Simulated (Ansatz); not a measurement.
Frontier orbitals of `CB(Cl)N=C=O`.

```xyz
9

C     1.016    0.838    0.692
B    -0.206   -0.064    0.364
Cl   -1.341   -0.499    1.650
N    -0.463   -0.549   -0.941
C    -1.158   -1.187   -1.684
O    -1.771   -1.781   -2.469
H     0.662    1.840    0.963
H     1.708    0.933   -0.144
H     1.553    0.468    1.569
```

Charge 0, multiplicity 1. All single points use the PBE0-D4/def2-TZVP geometry. It is one conformer, not always the lowest. Basis def2-TZVPP, Ansatz 0.2.0.

```csv
functional,HOMO (eV),LUMO (eV),gap (eV)
LDA (SPW92),-7.62,-2.66,4.96
PBE,-7.44,-2.38,5.06
r2SCAN,-7.76,-2.08,5.68
PBE0,-8.85,-1.45,7.40
ωB97M-V,-11.09,0.65,11.74
```

A quarter of exact exchange (PBE0) shifts PBE's HOMO by −1.42 eV and its LUMO by +0.93 eV; full exchange at long range (ωB97M-V) shifts them by −3.66 and +3.03 eV. The gap opens from 5.06 to 11.75 eV, since occupied levels lose self-interaction and empty ones feel all the electrons. A positive LUMO is unbound and depends on the basis.
